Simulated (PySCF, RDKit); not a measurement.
Torsional profile of C4H14OSi2, SMILES O(C)[SiH2][Si](C)(C)C, singlet. Scanned: dihedral C1–O2–Si3–Si4; all other coordinates were relaxed at GFN2-xTB. Points at φ and −φ are mirror images. Heavy atoms are numbered in the order of the SMILES CO[SiH2][Si](C)(C)C, hydrogens after them in the order of the atoms that carry them; the mirror image has the same energies with the sign of each dihedral reversed.

Levels of theory: MMFF94 // GFN2-xTB (RDKit); UFF // GFN2-xTB (RDKit); RKS-B3LYP/6-31G* = restricted B3LYP/6-31G*, spherical d, density fitting // GFN2-xTB (PySCF).

Energies in kJ/mol, each method relative to its own lowest point.

| φ / ° | MMFF94 | UFF | RKS-B3LYP/6-31G* |
|---|---|---|---|
| -150 | 2.1 | 7.0 | 1.7 |
| -120 | 9.4 | 23.6 | 4.8 |
| -90 | 5.1 | 10.4 | 4.6 |
| -60 | 7.4 | 4.8 | 5.5 |
| -30 | 14.9 | 18.9 | 8.1 |
| 0 | 21.2 | 34.1 | 10.1 |
| 30 | 14.9 | 18.9 | 8.1 |
| 60 | 7.4 | 4.8 | 5.5 |
| 90 | 5.1 | 10.4 | 4.6 |
| 120 | 9.4 | 23.6 | 4.8 |
| 150 | 2.1 | 7.0 | 1.7 |
| 180 | 0.0 | 0.0 | 0.0 |

MMFF94 has few fitted parameters for silicon.
